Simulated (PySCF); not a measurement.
C2, neutral, multiplicity 1.

```xyz
2

C      0.0000     0.0000    -0.6231
C      0.0000     0.0000     0.6231
```
Charge 0, spin multiplicity 1.

The structure is a stationary point at PBE0-D3(BJ)/def2-TZVPD.

Calculation: B3LYP/pcSseg-2 run with PySCF. Non-relativistic, no solvent.

Computed absolute GIAO shielding of each atom: isotropic value and principal components (ppm):
```json
[
 {"atom": "C1", "σ(iso)": "234.5", "σ11": "213.3", "σ22": "213.3", "σ33": "277.0", "span": "63.7"},
 {"atom": "C2", "σ(iso)": "234.5", "σ11": "213.3", "σ22": "213.3", "σ33": "277.0", "span": "63.7"}
]
```
